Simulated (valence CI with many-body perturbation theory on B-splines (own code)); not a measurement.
The numbers below are computed, except where a source is named.
# Ir46+: what the settings do

Level of theory: relativistic CI+MBPT: three valence electrons over a frozen Dirac-Fock core [Ar] 3d10, a basis of 6 s, 6 p, 5 d, 3 f, 1 g functions for each j, with the one-electron correlation potential Σ1 (screened to all orders), the two-electron term Σ2, the three-electron term Σ3, Breit, model QED; selected single and double excitations, second order for the rest, scaled by the run's own slope (own B-spline code, finite nucleus).

The last digits are not significant, and no measured levels were compared; by estimate large intervals hold to a few tenths of a per cent, small ones and those within an open d or f shell to about a per cent.

The reference run has the lowest level (4s^2 4p1/2) J=1/2 and an ionisation energy of 2501.47 eV. Its largest variational space holds 2727 state functions.

Levels are named by their leading jj configuration (3d3/2^4 stands for four electrons in 3d with j = 3/2), which in mixed levels can hold well under half, so a name can repeat and another be missing. Letters in brackets count levels of one name in rising energy.

Reference levels: (4s 4p1/2^2) J=1/2 843390, (4s^2 4p3/2) J=3/2 979351, (4s 4p1/2 4p3/2) J=3/2 [a] 1708120, (4s 4p1/2 4p3/2) J=5/2 1780560, (4s 4p1/2 4p3/2) J=3/2 [b] 1882130, (4s 4p1/2 4p3/2) J=1/2 1901850, (4s^2 4d3/2) J=3/2 2364600, (4s^2 4d5/2) J=5/2 2542800, (4p1/2^2 4p3/2) J=3/2 2725760, (4s 4p3/2^2) J=5/2 2756570, (4s 4p3/2^2) J=1/2 2880550, (4s 4p3/2^2) J=3/2 2910440 cm⁻¹.

**Question.** Rank these changes by the mean size of the shift of these levels, smallest first.
A. orbitals per symmetry with explicit Σ2 and valence Breit (the others get mean screening factors) 5 → 2
B. highest l in the core sums 6 → 3
C. highest l in the core sums 6 → 7

**Answer.** C (6 cm⁻¹), A (18 cm⁻¹), B (890 cm⁻¹).
